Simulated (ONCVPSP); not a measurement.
**How hard is this Ni ONCV potential?**

```
Element                 : nickel (Ni)
Generator               : ONCVPSP 4.0.1
Type                    : optimised norm-conserving Vanderbilt (ONCV)
Functional              : LDA (Perdew-Wang 92)
Relativity              : scalar-relativistic
Frozen core             : [Ne] 3s2
Valence charge          : 16
Reference configuration : 3p6 3d8 4s1 (charge +1)
Partial waves           : 4s: rc 1.60 bohr, ncon 3, nbas 7, qcut 4.1 1/bohr, 2 projectors, debl 1.2 Ha; 3p: rc 0.90 bohr, ncon 4, nbas 7, qcut 14 1/bohr, 2 projectors, debl 3.7 Ha; 3d: rc 1.60 bohr, ncon 3, nbas 7, qcut 11.5 1/bohr, 2 projectors, debl 3.2 Ha
Local potential         : polynomial inside 0.85 bohr (lpopt 5, dvloc0 0 Ha)
Core correction         : Teter function, parameters optimised by the program
```

For each optimised wave give the share of its norm inside rc, the residual kinetic energy above qcut (Ha) and the cutoffs (Ha) for errors of 10, 1, 0.1 and 0.01 mHa per electron.

```tsv
wave	norm inside rc	residual KE	10 mHa	1 mHa	0.1 mHa	0.01 mHa
4s	0.140	4.9e-04	3.5	5.6	43.8	80.9
s projector 2	0.123	1.8e-03	6.0	9.9	78.7	94.3
3p	0.701	3.3e-06	30.7	57.1	78.7	91.8
p projector 2	0.027	7.3e-07	22.8	32.0	61.5	82.8
3d	0.871	3.4e-08	38.6	46.0	52.0	56.9
d projector 2	0.164	3.0e-07	39.8	48.0	54.5	59.4
```

The occupied waves need 57 Ha and 79 Ha for 1 and 0.1 mHa. Note: ghosts flagged at negative energy: s at -101.5 eV; no localised positive-energy state flagged. A true bound ghost makes a file unfit for plane-wave use.
